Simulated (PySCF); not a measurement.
iodine monochloride (ClI), SMILES ICl.

Geometry: B3LYP-D3(BJ)/def2-TZVP. The def2 effective core potentials stand for the cores of I; spin–orbit coupling is left out.

Calculation: PySCF 2.14.0 with B3LYP-D3(BJ)/def2-TZVP.

Frequencies are harmonic and unscaled.

```
mode  ν (cm⁻¹)  IR (km/mol)  Raman (Å⁴/amu)  depolarisation  moving atoms (share of kinetic energy)
----  --------  -----------  --------------  --------------  --------------------------------------
1          375          7.1            15.2            0.27                         Cl 78 %, I 22 %
```
